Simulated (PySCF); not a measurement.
## NbSe₂⁻, triplet: structure and spectrum

Level of theory: PySCF, UHF, basis Nb def2-SVPD with ECP28, Se def2-SVPD (scalar-relativistic core potentials, no spin–orbit coupling, density fitting).

The structure is a minimum.

Coordinates in bohr (charge -1 multiplicity 3):
```
Nb   -0.6521    0.0000    0.0000
Se    0.3791    4.4190    0.0000
Se    0.3791   -4.4190    0.0000
```

| Item | Value |
| --- | --- |
| Point group | C2v |
| Bond lengths | Nb–Se 2.401 Å (×2) |
| Bond angles | Se–Nb–Se 153.7° |
| Highest occupied level (α) | -3.83 eV |
| Heat capacity Cp at 298.15 K | 55.2 J/(mol K) |
| Rotational constants | 0.9635, 0.01929, 0.01891 cm⁻¹ |
| Spin squared ⟨S²⟩ | 2.277 |
| Dipole moment about the centre of mass | 1.80 D |
| Principal quadrupole moments (Buckingham, traceless) about the centre of mass | -35.85, 17.25, 18.59 D Å |
| Principal polarisabilities | 128.0, 130.6, 229.1 bohr³ |
| Enthalpy at 298.15 K above 0 K | 14.31 kJ/mol |
| Lowest empty level (β) | 3.99 eV |
| Zero-point energy | 4.0 kJ/mol |
| Rotational symmetry number | 2 |
| Entropy at 298.15 K and 1 bar (electronic part: spin only) | 332.6 J/(mol K) |

Harmonic modes (masses in u: Nb 92.906, Se 79.917):
| symmetry | ω (cm⁻¹) | IR (km/mol) | μ (u) | type |
| --- | --- | --- | --- | --- |
| a1 | 34 | 7.6 | 86.22 | bend |
| a1 | 267 | 4.0 | 81.16 | stretch |
| b2 | 368 | 200 | 87.50 | stretch |

In C2v the vibrations span 2a1 + b2. Here b1 is antisymmetric to the molecular plane and b2 lies in it.

Charges (e); Mulliken and Löwdin values are unreliable with diffuse functions:
| atom | Mulliken | Löwdin | polar tensor | spin (Mulliken) | Mayer order to Nb1 |
| --- | --- | --- | --- | --- | --- |
| Nb1 | 0.75 | -0.09 | 1.25 | 3.04 | – |
| Se2,3 | -0.87 | -0.45 | -1.12 | -0.52 | 1.55 |

Mulliken populations on Nb1 (electrons outside its core potential): s 2.68, p 6.39, d 3.15, f 0.03.

Formally Nb is in oxidation state +3, d2, with 2 unpaired electrons (the high-spin count). The Mulliken spin on Nb is 3.04. The polar-tensor charge on Nb, 1.25, is far below the formal one.

The determinant is spin-contaminated (⟨S²⟩ = 2.28, pure value 2.00). Other isomers or separated fragments may lie lower. Other spin states or occupations of the open shell can lie lower. The lowest empty level of this anion is unbound, so it and the gap depend on the basis.

The final relaxation and frequency run took 68 s on 4 threads of a shared Intel Xeon @ 2.50GHz (Skylake/Cascade Lake) host, with 116 basis functions and 8 gradients; the process peaked at 0.53 GiB. Launch command: `OMP_NUM_THREADS=4 python axn.py task.json out`.
